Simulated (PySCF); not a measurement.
`C=C[C@](F)([SiH3])[SiH2]Cl`, C3H8ClFSi2

Geometry:
```
atom   x (Å)   y (Å)   z (Å)
  C1   2.241  -0.486  -0.581
  C2   1.044   0.073  -0.646
  C3  -0.084  -0.185   0.286
  F4   0.314  -1.121   1.269
 Si5  -1.539  -1.045  -0.655
 Si6  -0.533   1.406   1.276
 Cl7  -1.304   2.750  -0.009
  H8   2.488  -1.196   0.190
  H9   3.013  -0.254  -1.293
 H10   0.801   0.785  -1.423
 H11  -1.961  -0.161  -1.739
 H12  -2.610  -1.263   0.316
 H13  -1.019  -2.310  -1.166
 H14  -1.534   1.061   2.278
 H15   0.678   1.954   1.877
```

Level of theory: GIAO HF/pcSseg-1 magnetisability, rotational g tensor and spin-rotation constants, non-relativistic, gas phase (PySCF 2.14.0). Geometry: GFN2-xTB.

Q: Give the nuclear spin-rotation constants along the inertial axes (H = +C I·J) beside the isotropic shieldings.

A: Rotational constants 1.8056, 1.0059, 0.8738 GHz. A star marks the isotopologue with that one atom substituted, in its own axes.
```
atom  isotope  Caa (kHz)  Cbb (kHz)  Ccc (kHz)  mean (kHz)  σ (ppm)
  F4      19F      0.067     -0.162      0.017      -0.026    478.1
 Cl7     35Cl      0.090      0.065      0.051       0.069   1046.1
  H8       1H     -0.056     -0.106      0.010      -0.051     26.4
  H9       1H     -0.188     -0.049      0.019      -0.073     26.7
 H10       1H     -0.090     -0.111      0.030      -0.057     26.0
 H11       1H     -0.105     -0.087     -0.011      -0.068     28.3
 H12       1H     -0.167     -0.047     -0.013      -0.076     28.2
 H13       1H      0.059     -0.096     -0.085      -0.041     28.4
 H14       1H     -0.167     -0.056      0.005      -0.073     27.4
 H15       1H     -0.178      0.045     -0.081      -0.072     27.6
  C1     13C*      0.405      0.208      0.356       0.323     76.5
  C2     13C*      0.475      0.227      0.407       0.370     52.3
  C3     13C*      0.400      0.272      0.181       0.284    107.7
 Si5    29Si*     -0.930     -0.486     -0.473      -0.630    446.2
 Si6    29Si*     -0.973     -0.554     -0.517      -0.681    408.4
```
For the geometry as given, no vibrational averaging.

Q: How do the rotational constants and the g tensor change when H8, H9, H10, H11, H12, H13, H14, H15 are replaced by deuterium?

A: Constants 1.5576, 0.9362, 0.8027 GHz; g -0.0202, -0.0144, -0.0129, against -0.0231, -0.0154, -0.0142 before.
